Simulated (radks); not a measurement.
Results of a calculation; reference values are marked as such.
Problem. The europium ion Eu2+, [Xe] 4f7. Code: a radial shooting solver on a logarithmic mesh with Libxc functionals. Model: non-relativistic Kohn-Sham, r2SCAN, spin-polarised, spherical densities, point nucleus; meta-GGA in the generalised Kohn-Sham scheme. Every spin shell is full or empty, so the densities are truly spherical. Functionals are evaluated on that one density, not self-consistently. Rank these exchange functionals by their error against the exact value of the orbitals, and give that value: LDA, B88, PBE, PBEsol, RPBE, WC, AM05, SOGGA, B86b, APBE, MS2.

Solution. Exact: -230.166 hartree. From best to worst, with 100 (|E| - |E exact|)/|E exact| (equal figures are ties): RPBE -0.11, B86b +0.12, B88 +0.17, PBE -0.27, APBE +0.40, MS2 -0.52, WC -0.62, PBEsol -1.92, SOGGA -1.93, AM05 -3.97, LDA -4.23.
